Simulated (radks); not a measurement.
Results of a calculation; reference values are marked as such.
Task: All-electron atom: Dy XL in [Ar] 3d9 (the NIST ground configuration). Code: a radial shooting solver on a logarithmic mesh with Libxc functionals. Model: scalar-relativistic Kohn-Sham, LDA (Slater exchange, Perdew-Wang correlation), spin-polarised, spherical densities, point nucleus; open shells are filled with parallel spins first (spin-orbit coupling, left out, can overturn this in heavy ions). Some entries of the table are withheld. Estimate them.

| orbital | occ. | eigenvalue (hartree) | <r^2> (bohr^2) | r(max) (bohr) |
|---|---|---|---|---|
| 1s up | 1 | -2037.000 | 0.0006099 | 0.01338 |
| 1s down | 1 | -2036.995 | 0.0006099 | 0.01338 |
| 2s up | 1 | -393.3534 | 0.009476 | 0.07599 |
| 2s down | 1 | -393.2188 | 0.009473 | 0.07598 |
| 2p up | 3 | -356.7336 | 0.007656 | 0.06159 |
| 2p down | 3 | -356.6251 | 0.007652 | 0.06158 |
| 3s up | 1 | -133.7779 | 0.05976 | 0.2126 |
| 3s down | 1 | -133.6340 | 0.05981 | 0.2126 |
| 3p up | 3 | (1) | (2) | 0.2080 |
| 3p down | 3 | (3) | (4) | 0.2081 |
| 3d up | 5 | -108.6903 | (5) | 0.1684 |
| 3d down | 4 | -108.5150 | (6) | 0.1684 |

Result: 
(1) 3p up eigenvalue (hartree): -122.5097
(2) 3p up <r^2> (bohr^2): 0.05917
(3) 3p down eigenvalue (hartree): -122.3645
(4) 3p down <r^2> (bohr^2): 0.05923
(5) 3d up <r^2> (bohr^2): 0.04819
(6) 3d down <r^2> (bohr^2): 0.04826
